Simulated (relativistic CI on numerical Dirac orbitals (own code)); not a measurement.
# Ag30+: q coefficients and field-shift factors

Calculated at this level of theory: Dirac-Coulomb-Breit CI, KLI orbitals optimised for each configuration, derivatives by finite differences, unscaled Slater integrals, QED left out (own radial code, finite nucleus).

CI space (outside the closed core [Ne]): 3s2 3p5, 3s 3p6, 3s2 3p4 3d, 3s 3p5 3d, 3p6 3d, 3s 3p4 3d2, 3p5 3d2, 3p4 3d3. Double excitations out of closed p, d and f shells are left out; levels of such configurations are missing from the list, as are those of other unlisted configurations, and high levels can miss mixing partners.

With x = (α/α₀)² − 1 an excitation energy changes as ω = ω₀ + qx; K = 2q/ω₀ is the relative enhancement. Terms are leading LS components, so labels can repeat. The field-shift factor is F = δν/δ⟨r²⟩ for the transition from the lowest level.

Lowest level 3s2 3p5 2P°_3/2.

| Level | ω₀ (cm⁻¹) | q (cm⁻¹) | F (GHz/fm²) |
| --- | --- | --- | --- |
| 3s2 3p5 2P°_1/2 | 322469 | 346600 | -7.63 |
| 3s 3p6 2S_1/2 | 975658 | 261600 | -211 |
| 3s2 3p4 3d 4D_3/2 | 1013957 | 32250 | 0.538 |
| 3s2 3p4 3d 4D_5/2 | 1022361 | 46370 | 0.671 |
| 3s2 3p4 3d 2P_1/2 | 1047507 | 85780 | -23.7 |
| 3s2 3p4 3d 4D_7/2 | 1054784 | 58130 | 1.04 |
| 3s2 3p4 3d 2F_7/2 | 1102784 | 74560 | 1.22 |
| 3s2 3p4 3d 4F_9/2 | 1114471 | 92450 | 1.91 |
| 3s2 3p4 3d 2D_3/2 | 1136337 | 54570 | -0.37 |
| 3s2 3p4 3d 4P_1/2 | 1207301 | 208800 | -69.6 |
| 3s2 3p4 3d 2D_5/2 | 1232054 | 117600 | -0.272 |
| 3s2 3p4 3d 2D_3/2 | 1244578 | 149900 | -0.625 |
| 3s2 3p4 3d 4F_5/2 | 1253167 | 170300 | -1.29 |
| 3s2 3p4 3d 4D_1/2 | 1289704 | 362600 | -7.31 |
| 3s2 3p4 3d 4D_3/2 | 1333712 | 368600 | -6.48 |
| 3s2 3p4 3d 2F_5/2 | 1394418 | 353000 | -6.03 |
| 3s2 3p4 3d 4F_7/2 | 1395665 | 395700 | -5.74 |
| 3s2 3p4 3d 2F_7/2 | 1401728 | 392700 | -5.89 |
| 3s2 3p4 3d 2P_3/2 | 1428002 | 436500 | -6.62 |
| 3s2 3p4 3d 2F_5/2 | 1451660 | 433600 | -6.44 |
| 3s2 3p4 3d 2G_9/2 | 1460848 | 433000 | -5.43 |
| 3s2 3p4 3d 2D_5/2 | 1487889 | 424900 | -6.4 |
| 3s2 3p4 3d 2F_7/2 | 1531743 | 429200 | -6.29 |

At this charge energies of transitions that change n are usually good to better than 1 %, and those within a shell (Δn = 0) to a few per cent.

Task: Which transition from the lowest level has the largest |K|?

Result: 3s2 3p5 2P°_1/2 at 322469 cm⁻¹, K = 2.15.
